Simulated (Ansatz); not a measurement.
Isomers of Cd7Se6Br2 (singlet), relaxed with PBE-D4/def2-SVP; total energies from Ansatz at PBE0-D4/def2-TZVP.

```tsv
isomer	description	energy (Eh)
A	point group not assigned; 13 × Cd–Se 2.51 to 2.96 Å; 3 × Br–Cd 2.47 to 2.76 Å; 2 × Cd–Cd 2.72 to 3.18 Å; 2 × Se–Se 2.39 to 2.40 Å	-20730.30119
B	point group not assigned; 11 × Cd–Se 2.52 to 3.04 Å; 3 × Br–Cd 2.56 to 2.75 Å; 3 × Se–Se 2.42 to 2.57 Å; 2 × Cd–Cd 2.69 to 3.15 Å	-20730.23366
C	point group not assigned; 14 × Cd–Se 2.50 to 3.09 Å; 2 × Br–Cd 2.48 to 2.52 Å; 2 × Se–Se 2.39 to 2.46 Å; 1 × Cd–Cd 2.66 Å	-20730.30726
D	point group not assigned; 11 × Cd–Se 2.46 to 2.79 Å; 4 × Br–Cd 2.67 to 2.95 Å; 2 × Se–Se 2.40 to 2.46 Å; 2 × Cd–Cd 2.66 to 2.67 Å	-20730.31644
```

In the def2 sets Cd takes a core potential; there is no spin–orbit coupling. Single mean-field runs in def2-TZVP are fitted with def2-universal-jkfit.

The isomers come from a short search, and lower ones may exist.

**Question.** Work out the relative energies (1 Eh = 2625.5 kJ/mol) and the Boltzmann populations at 298 K from electronic energies alone (R = 8.314 J/mol/K).

**Answer.** ΔE: A 40.0, B 217.3, C 24.1, D 0.0 kJ/mol. RT = 2.48 kJ/mol. Factors exp(−ΔE/RT): A 9.89e-08, B 8.84e-39, C 6.02e-05, D 1; sum 1.000. Populations: A 0.0 %, B 0.0 %, C 0.0 %, D 100.0 %. Zero-point energy, vibrational entropy and symmetry numbers are left out and can shift these; an error of 4 kJ/mol changes a ratio by a factor of 5.0. Over the other density-functional and correlated levels in def2 sets, the gap between D and C ranges from 7 to 42 kJ/mol.
